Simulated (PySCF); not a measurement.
B(H)2(OEt) (C2H7BO), SMILES CCOB. Coordinates come from a PBE-D3(BJ)/def2-SVP optimisation. This is a generated structure with no PubChem entry under its InChIKey; it may be hypothetical. Other conformers were not sampled.

Computed equilibrium geometry at PBE-D3(BJ)/def2-SVP (PySCF confirms it by a frequency run) as Cartesian coordinates in Å (one conformer of several):
```xyz
11

B      0.4970    -0.8872     1.5408
H     -0.6165    -1.2804     1.8646
H      1.5213    -1.2897     2.0597
O      0.6382     0.0362     0.5679
C     -0.4757     0.5867    -0.1449
C     -0.4270     0.1732    -1.6062
H     -1.4258     0.2604     0.3346
H     -0.4058     1.6913    -0.0502
H     -0.5365    -0.9249    -1.7123
H     -1.2478     0.6595    -2.1706
H      0.5361     0.4707    -2.0666
```
Charge 0, spin multiplicity 1.
